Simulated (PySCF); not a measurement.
# Levels of I²⁴⁺ from EOM-EA-GCCSD

Reference: closed-shell I²⁵⁺, [Ar] 3d10; one electron is added. Calculated with PySCF 2.14, two-component X2C-1e with screened spin-orbit coupling, an even-tempered Gaussian basis (19 s from 1.2 bohr⁻², ratio 2.6; 15 p from 1.5 bohr⁻², ratio 2.6; 10 d from 1.5 bohr⁻², ratio 2.6; 6 f from 1.5 bohr⁻², ratio 2.8); frozen [Ar]; the 100 highest virtual spinors dropped; of the others 70 kept and the rest restored at second order. No Breit or QED terms. Binding energies in eV.

```
level  Koopmans
4s1/2    799.46
4p1/2    748.36
4p3/2    731.54
```

Question: How does correlation move these levels?

Answer: 4s1/2: second order 800.73, EOM-CCSD 800.69; 4p1/2: second order 749.57, EOM-CCSD 749.53; 4p3/2: second order 732.67, EOM-CCSD 732.64.

For comparison, the ionisation energy of I²⁴⁺ is 800.8 ± 0.4 eV (semi-empirical (NIST evaluation); NIST Atomic Spectra Database, ionization energies).
